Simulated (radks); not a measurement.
The numbers below are computed, except where a source is named.
Coulomb parameter of the 3d shell of the cobalt ion Co2+ in the model configuration [Ar] 3d5.5 4s1.5, as a second difference U = [E(n + 0.5) + E(n - 0.5) - 2 E(n)] / (0.5)^2 with all orbitals relaxed. "Bare": the charge of the atom changes with n. "Screened": the 4s shell takes up the change at fixed total charge, which measures U(3d,3d) + U(4s,4s) - 2 U(3d,4s). Level of theory: scalar-relativistic Kohn-Sham, r2SCAN, spin-unpolarised, spherical densities, finite nucleus; meta-GGA in the generalised Kohn-Sham scheme; Fermi nuclear charge, rms radius 3.7875 fm (a radial shooting solver on a logarithmic mesh with Libxc functionals).

\begin{tabular}{lrr}
case & configuration & E - E(n) (eV) \\ \hline
start & [Ar] 3d5.5 4s1.5 & 0.000 \\
bare +0.5 & [Ar] 3d6 4s1.5 & -16.308 \\
bare -0.5 & [Ar] 3d5 4s1.5 & 20.979 \\
screened +0.5 & [Ar] 3d6 4s1 & -5.853 \\
screened -0.5 & [Ar] 3d5 4s2 & 7.013 \\
\end{tabular}

U(bare) = 18.682 eV, U(screened by 4s) = 4.643 eV, against the Slater integral F0(3d,3d) = 27.039 eV with frozen orbitals.
